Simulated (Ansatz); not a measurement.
Resist copolymers: binding per atom (eV) at several levels, gas phase, relaxed structures; Ansatz. Core potentials for I in the def2 sets, no spin–orbit coupling. Binding counts from free atoms in the multiplicity of their measured ground term, without zero-point energy. A dash marks a value that wasn't run or was left out as unsound. The structures are stationary points that may keep the symmetry of their start.

```csv
species,state,geometry,PBE-D4/def2-SVP,r2SCAN-D4/def2-SVP,B3LYP-D4/6-31G,B3LYP-D4/def2-SVP,PBE0-D4/def2-SVP
CCC(CC(C)c1ccc(Cl)cc1)c1ccc(Cl)cc1,singlet,r2SCAN-D4/def2-SVP,4.93,–,4.62,–,4.85
CCC(CC(C)c1ccc(I)cc1)c1ccc(OC(C)(C)C)cc1,singlet,PBE-D4/def2-SVP,4.79,4.67,–,4.65,4.72
CCC(C)(CC(C)(CC(C)(C)C(=O)OCc1ccccc1)C(=O)OC)C(=O)OC1CCOC1=O,singlet,PBE-D4/def2-SVP,4.84,4.70,4.47,4.67,4.74
CCC(C)(CC(C)(CC(C)(C)C(=O)OCc1ccccc1)C(=O)OC(C)(C)C)C(=O)OCC1CO1,singlet,PBE-D4/def2-SVP,4.73,4.60,4.40,4.58,4.64
```
